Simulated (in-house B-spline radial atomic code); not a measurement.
How numerical settings move a run on Ga³⁺, [Ar] 3d10. Computed with a B-spline radial code for spherical atoms: Dirac-Kohn-Sham BLYP, spherical fractional occupations, Fermi nucleus of rms radius 3.9973 fm.

Command:
```bash
python run_scf.py task.json out
```
Settings of the sound reference run:
```
Z                31
electrons        28
configuration    [Ar] 3d10
hamiltonian      dirac
method           b88,lyp
spin_polarised   False
nucleus          fermi
rms_radius       3.9973
mass_number      69
atomic_mass      68.92557
speed_of_light   137.036
knot_spacing     0.22
spline_order     8
gauss_points     12
box_radius       16.22
max_iterations   70
damping          0.5
damped_steps     3
diis_vectors     10
tolerance        1e-08
start            Thomas-Fermi
```

Time taken, with all properties: 1 s on 1 thread of Arm Neoverse V2 (shared host).

It converges in 9 iterations to -1942.248948 hartree, with 3d5/2 at -52.2824 eV. The other runs change the listed settings, some to values that make no sense; their results aren't properties of the atom or ion. Radii are in bohr (the nuclear one in fm), a minus after a letter asks for a j subshell, and «unchanged» means within 1e-8 hartree. The run stops when the residual is below 10 × tolerance × max(1, Z/10), or a noise floor if that is larger, and the energy moves by less than 1e-8 × √|E| hartree; so very loose and very tight tolerances often act alike.

```tsv
changed settings	outcome
gauss_points = 3	converged in 9 iterations, energy +7.63e-05 hartree from the reference, 3d5/2 level -2.5e-05 eV
box_radius = 2.43, first_knot = 0.0968, max_iterations = 100, start = bare nucleus	converged in 10 iterations, energy +5.26e+00 hartree from the reference, 3d5/2 level +3.8e+00 eV (the program warns: 3d5/2 reaches the box edge; 3s1/2 reaches the box edge)
box_radius = 0.65	converged in 7 iterations, energy +2.60e+02 hartree from the reference, 3d5/2 level +6.1e+02 eV (the program warns: 3d5/2 has a positive eigenvalue: unbound, held by the box; 3s1/2 has a positive eigenvalue: unbound, held by the box)
damped_steps = 30	converged in 18 iterations, energy unchanged, 3d5/2 level -2.7e-06 eV
damped_steps = 0	converged in 8 iterations, energy unchanged, 3d5/2 level -6.2e-06 eV
box_radius = 1.62	converged in 8 iterations, energy +3.54e+00 hartree from the reference, 3d5/2 level +3.0e+01 eV (the program warns: 3d5/2 reaches the box edge; 3s1/2 reaches the box edge)
electrons = 29, configuration = [Ar] 3d10 4p-1, max_iterations = 75	converged in 9 iterations to -1943.1052 hartree, a different physical problem
box_radius = 0.97	converged in 7 iterations, energy +5.23e+01 hartree from the reference, 3d5/2 level +2.0e+02 eV (the program warns: 3d5/2 has a positive eigenvalue: unbound, held by the box; 3p1/2 has a positive eigenvalue: unbound, held by the box)
electrons = 29, configuration = [Ar] 3d10 2f1, max_iterations = 60	stopped with error: there is no 2f shell
damped_steps = 8	converged in 13 iterations, energy unchanged, 3d5/2 level -2.9e-05 eV
knot_spacing = 0.1, spline_order = 10, max_iterations = 50, tolerance = 1e-06	converged in 9 iterations, energy -5.64e-07 hartree from the reference, 3d5/2 level -1.4e-06 eV
method = hf, spin_polarised = True	stopped with error: spin polarisation is not served with the Dirac Hamiltonian
spline_order = 4, box_radius = 3.24, first_knot = 3.23e-05, max_iterations = 50	converged in 9 iterations, energy +2.22e-02 hartree from the reference, 3d5/2 level +6.3e-01 eV (the program warns: 3d5/2 reaches the box edge; 3s1/2 reaches the box edge)
box_radius = 8.11	converged in 9 iterations, energy -2.39e-08 hartree from the reference, 3d5/2 level -5.7e-07 eV
```

**Question.** What happens with gauss_points = 6, first_knot = 0.000323, max_iterations = 2, damped_steps = 30?

**Answer.** Not converged after 2 iterations, last residual 6.0e-01, last energy +7.54e+00 hartree from the reference.

**Question.** What happens with box_radius = 4.87?

**Answer.** Converged in 9 iterations, energy +9.45e-05 hartree from the reference, 3d5/2 level +5.7e-03 eV (the program warns: 3d5/2 reaches the box edge; 3d3/2 reaches the box edge).

**Question.** What happens with box_radius = 2.43?

**Answer.** Converged in 9 iterations, energy +2.33e-01 hartree from the reference, 3d5/2 level +4.1e+00 eV (the program warns: 3d5/2 reaches the box edge; 3s1/2 reaches the box edge).

**Question.** What happens with knot_spacing = 0.75, box_radius = 1.62, max_iterations = 100, damping = 0.8, tolerance = 0.0001?

**Answer.** Converged in 8 iterations, energy +3.58e+00 hartree from the reference, 3d5/2 level +3.0e+01 eV (the program warns: 3d5/2 reaches the box edge; 3s1/2 reaches the box edge).
